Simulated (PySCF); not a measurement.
# Computed structure and properties of [Ce(H2O)9]4+

System: [Ce(H2O)9]4+ (singlet; a saddle point, relaxed within its symmetry); start: template (D3h). Method: PySCF 2.14.0, RKS B3LYP, Ce lcecp-2-SVP with ECP46, O def2-SVP, H def2-SVP; non-relativistic Hamiltonian with scalar-relativistic core potentials where named; density fitting; no spin-orbit coupling.

Input of the relaxation:

```python
mol = gto.M(atom='''
Ce     0.00000    -0.00000    -0.00000
O      1.73537    -0.00003     1.75420
H      1.60285    -0.00003     2.71510
H      2.69770    -0.00004     1.63210
O     -0.86766     1.50289     1.75420
H     -0.80140     1.38812     2.71510
H     -1.34881     2.33630     1.63210
O     -0.86771    -1.50286     1.75420
H     -0.80145    -1.38810     2.71510
H     -1.34889    -2.33625     1.63210
O      1.73537    -0.00003    -1.75420
H      2.69770    -0.00004    -1.63210
H      1.60285    -0.00003    -2.71510
O     -0.86766     1.50289    -1.75420
H     -1.34881     2.33630    -1.63210
H     -0.80140     1.38812    -2.71510
O     -0.86771    -1.50286    -1.75420
H     -1.34889    -2.33625    -1.63210
H     -0.80145    -1.38810    -2.71510
O      1.23378     2.13689    -0.00000
H      1.52880     2.64786     0.77000
H      1.52880     2.64786    -0.77000
O     -2.46749     0.00004     0.00000
H     -3.05752     0.00005     0.77000
H     -3.05752     0.00005    -0.77000
O      1.23371    -2.13693    -0.00000
H      1.52871    -2.64791     0.77000
H      1.52871    -2.64791    -0.77000''',
    basis={'Ce': 'lcecp-2-SVP', 'O': 'def2-SVP', 'H': 'def2-SVP'},
    ecp={'Ce': 'lcecp-2-SVP'},
    charge=4, spin=0)
mf = dft.RKS(mol, xc='B3LYP')
mf.grids.atom_grid = (50, 194)  # f atoms: unpruned, at least (60, 302)
mf = mf.density_fit()  # fitting sets: Ce AutoAux, O def2-universal-JKFIT, H def2-universal-JKFIT
mf.conv_tol = 1e-08; mf.max_cycle = 55
mf.kernel(dm0)  # dm0: converged density of the start geometry
# quasi-Newton relaxation in Cartesian coordinates to a largest gradient under 0.00045 Eh/bohr, steps kept in the point group
```

Run from Python with OMP_NUM_THREADS=4; the lines above give its settings. Where DIIS fails, smearing, a level shift and second-order steps follow.
It took 2.7 min on 4 threads of Intel(R) Xeon(R) 6975P-C (Granite Rapids) (shared host), from the converged density of the start.

Course of the relaxation:

```json
{"step": "0", "energy above end (eV)": "0.1285", "largest force component within the symmetry (eV/Å)": "0.758"}
{"step": "1", "energy above end (eV)": "0.0523", "largest force component within the symmetry (eV/Å)": "0.157"}
{"step": "2", "energy above end (eV)": "0.0293", "largest force component within the symmetry (eV/Å)": "0.163"}
{"step": "3", "energy above end (eV)": "0.0071", "largest force component within the symmetry (eV/Å)": "0.171"}
{"step": "4", "energy above end (eV)": "0.0015", "largest force component within the symmetry (eV/Å)": "0.082"}
{"step": "5", "energy above end (eV)": "0.0001", "largest force component within the symmetry (eV/Å)": "0.015"}
{"step": "6", "energy above end (eV)": "0.0000", "largest force component within the symmetry (eV/Å)": "0.006"}
{"step": "7", "energy above end (eV)": "0.0000", "largest force component within the symmetry (eV/Å)": "0.004"}
```

Relaxed geometry (D3h):

```xyz
28

Ce    0.0000    0.0000    0.0000
O     1.7236    0.0000    1.7905
H     1.6626    0.0000    2.7687
H     2.6906    0.0000    1.6231
O    -0.8618    1.4927    1.7905
H    -0.8313    1.4398    2.7687
H    -1.3453    2.3301    1.6231
O    -0.8619   -1.4927    1.7905
H    -0.8313   -1.4398    2.7687
H    -1.3453   -2.3301    1.6231
O     1.7236    0.0000   -1.7905
H     2.6906    0.0000   -1.6231
H     1.6626    0.0000   -2.7687
O    -0.8618    1.4927   -1.7905
H    -1.3453    2.3301   -1.6231
H    -0.8313    1.4398   -2.7687
O    -0.8619   -1.4927   -1.7905
H    -1.3453   -2.3301   -1.6231
H    -0.8313   -1.4398   -2.7687
O     1.2086    2.0932    0.0000
H     1.5040    2.6049    0.7819
H     1.5040    2.6049   -0.7819
O    -2.4170    0.0000    0.0000
H    -3.0079    0.0001    0.7819
H    -3.0079    0.0001   -0.7819
O     1.2085   -2.0932    0.0000
H     1.5039   -2.6049    0.7819
H     1.5039   -2.6049   -0.7819
```

```json
{"contact": "Ce1–O2 (H2O)", "Å": "2.485"}
{"contact": "Ce1–O5 (H2O)", "Å": "2.485"}
{"contact": "Ce1–O8 (H2O)", "Å": "2.485"}
{"contact": "Ce1–O11 (H2O)", "Å": "2.485"}
{"contact": "Ce1–O14 (H2O)", "Å": "2.485"}
{"contact": "Ce1–O17 (H2O)", "Å": "2.485"}
{"contact": "Ce1–O20 (H2O)", "Å": "2.417"}
{"contact": "Ce1–O23 (H2O)", "Å": "2.417"}
{"contact": "Ce1–O26 (H2O)", "Å": "2.417"}
```

On the finer grid (75, 302):

```yaml
HOMO: not given (4f levels lie in the core)
LUMO: not given (4f levels lie in the core)
Dipole_about_the_centre_of_mass: 0.00 D
Set_of_Mulliken_populations_of_Ce1_outside_the_core_potential: s 2.29, p 6.49, d 1.73, f 0.12
D3_BJ_dispersion_energy_not_in_the_energies: -1.217 eV
```

```tsv
atom	Mulliken (e)	Löwdin (e)	spin (e)
Ce1	1.37	1.18	0.00
O2	-0.30	-0.04	0.00
H3	0.29	0.17	0.00
H4	0.30	0.18	0.00
O5	-0.30	-0.04	0.00
H6	0.29	0.17	0.00
H7	0.30	0.18	0.00
O8	-0.30	-0.04	0.00
H9	0.29	0.17	0.00
H10	0.30	0.18	0.00
O11	-0.30	-0.04	0.00
H12	0.30	0.18	0.00
H13	0.29	0.17	0.00
O14	-0.30	-0.04	0.00
H15	0.30	0.18	0.00
H16	0.29	0.17	0.00
O17	-0.30	-0.04	0.00
H18	0.30	0.18	0.00
H19	0.29	0.17	0.00
O20	-0.29	-0.02	0.00
H21	0.30	0.18	0.00
H22	0.30	0.18	0.00
O23	-0.29	-0.02	0.00
H24	0.30	0.18	0.00
H25	0.30	0.18	0.00
O26	-0.29	-0.02	0.00
H27	0.30	0.18	0.00
H28	0.30	0.18	0.00
```

The large-core potential holds the 4f shell empty.

On the grid (50, 194), as all that follows. Harmonic modes: 6 unstable, so a saddle point once the symmetry is let go (counted below −25 cm⁻¹); lowest -345 cm⁻¹ (negative: unstable), highest 3716 cm⁻¹, zero-point energy 6.068 eV. These wavenumbers are uncertain by 10 to 30 cm⁻¹.

Taking off one H2O (charge 0, singlet; the rest: singlet) in vacuum, both parts rigid, costs 2.56 eV; the small basis without counterpoise inflates it. Parting with an electron moved from the ligand to the metal can be far cheaper, even downhill.

Rigid scan of H2O along the line from its metal:

```tsv
distance to O2 (Å)	energy (eV)
2.19	0.381
2.29	0.143
2.39	0.030
2.49	0.000
2.59	0.023
```

One start shape was tried, so this needn't be the lowest isomer.
